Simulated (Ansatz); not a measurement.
`[CH3][GeH]([NH2])[OH]` → `[CH2]` (triplet) + `[NH2][GeH2][OH]`  (formal loss of a carbene)

Isolated molecules relaxed with PBE0-D4/def2-TZVP in Ansatz; ΔE leaves out vibrations. CCSD(T)/CBS adds triple-zeta CCSD(T) − MP2 to the extrapolated MP2 energy (def2 sets, frozen cores). This one scheme is used for every species. DFT in def2-TZVPP. B3LYP here is the variant with VWN-RPA as its local correlation; programs differ in this. HSE06 is defined as in plane-wave codes. Triplets are unrestricted, without spin–orbit coupling. For Ge outer-core shells are correlated without core-valence functions, which leaves a few kJ/mol of doubt a bond. Scalar relativity is left out up to krypton. Each species was taken in one conformer, which may not be the lowest.

`[CH3][GeH]([NH2])[OH]`:

Z-matrix (Å, degrees):
```
C
Ge 1 1.942
H 1 1.091 2 109.8
H 1 1.092 2 110.9 3 120.0
H 1 1.091 2 109.9 3 -119.5
N 2 1.836 1 107.4 3 169.9
O 2 1.782 1 111.6 3 54.2
H 2 1.541 1 113.5 3 -61.5
H 6 1.010 2 116.2 1 162.3
H 6 1.010 2 115.4 1 32.5
H 7 0.961 2 110.4 1 80.0
```

`[CH2]` (triplet):

```xyz
3

C     0.209   -0.180   -0.020
H    -0.354   -0.094   -0.937
H     0.145    0.274    0.957
```

`[NH2][GeH2][OH]`:

Z-matrix (Å, degrees):
```
Ge
O 1 1.780
N 1 1.819 2 104.8
H 1 1.538 2 111.2 3 -115.1
H 1 1.549 2 106.5 3 123.0
H 2 0.959 1 112.2 3 -147.4
H 3 1.009 1 115.8 2 -150.0
H 3 1.009 1 117.0 2 77.3
```

| level | ΔE (eV) | difference from CCSD(T)/CBS |
| --- | --- | --- |
| BLYP-D4 | 4.89 | -0.12 |
| r2SCAN0-D4 | 4.72 | -0.29 |
| HSE06-D4 | 4.96 | -0.05 |
| BHLYP-D4 | 4.78 | -0.23 |
| revPBE | 4.71 | -0.30 |
| r2SCAN | 4.74 | -0.27 |
| B3LYP | 4.79 | -0.22 |
| r2SCAN0 | 4.70 | -0.31 |
| HSE06 | 4.90 | -0.11 |
| CAM-B3LYP | 4.88 | -0.13 |
| LC-ωPBE | 4.86 | -0.15 |
| MP2/def2-SVP | 4.83 | -0.18 |
| CCSD/def2-SVP | 4.63 | -0.38 |
| HF/def2-TZVPP | 3.42 | -1.59 |
| MP2/def2-TZVPP | 5.06 | 0.05 |
| HF/def2-QZVPP | 3.41 | -1.60 |
| CCSD(T)/CBS | 5.01 | 0 |

Largest T1 diagnostic among the species: 0.011.

The D4 term adds +0.11 eV with B3LYP and +0.06 eV with PBE0; it sums over pairs of atoms, weighted by their polarisabilities, and B3LYP, whose exchange is more repulsive, gets the larger term. Leaving LDA and LC-ωPBE aside and taking each functional with its dispersion term where it has one, the values, not all of them listed here, spread over 0.36 eV, from r2SCAN0-D4 to ωB97X-V. LDA lies +0.72 eV from PBE without D4. From BLYP to BHLYP (50 % exact exchange), in def2-TZVPP and without D4, ΔE moves by −0.05 eV.
